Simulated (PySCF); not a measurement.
C4H9Al. Atoms are numbered in the order given.

```xyz
14

Al     0.7680    -0.1451     0.4503
C     -0.5266    -1.3936    -0.4603
C     -1.0162    -0.1066    -0.9790
C     -0.3264     0.7352    -1.8005
H     -1.2647    -1.9752     0.1012
H      0.0296    -2.0051    -1.1841
H     -1.9155     0.3013    -0.4975
H      0.5623     0.4052    -2.3476
H     -0.6989     1.7390    -2.0156
H      2.2131    -0.1357    -0.1950
C      0.2860     0.8389     2.0766
H      0.6488     1.8804     2.0496
H      0.7439     0.3682     2.9651
H     -0.8028     0.8648     2.2487
```
Charge 0, spin multiplicity 1.

Coordinates come from a B3LYP-D3(BJ)/def2-SVP optimisation. The structure was generated by enumeration; whether it is a known compound was not checked. The values are those of a single conformer.

The numbers are results of PySCF with r2SCAN/def2-TZVP, not measurements.

Atomic charges (e):

```
atom  Mulliken  meta-Löwdin  Löwdin
----  --------  -----------  ------
Al1       0.49         0.65    0.19
C2       -0.43        -0.49   -0.32
C3       -0.04        -0.08   -0.20
C4       -0.32        -0.31   -0.20
H5        0.12         0.13    0.14
H6        0.12         0.14    0.16
H7        0.12         0.13    0.16
H8        0.15         0.13    0.14
H9        0.14         0.13    0.13
H10      -0.12        -0.15   -0.10
C11      -0.59        -0.66   -0.50
H12       0.13         0.13    0.14
H13       0.12         0.13    0.14
H14       0.12         0.12    0.13
```
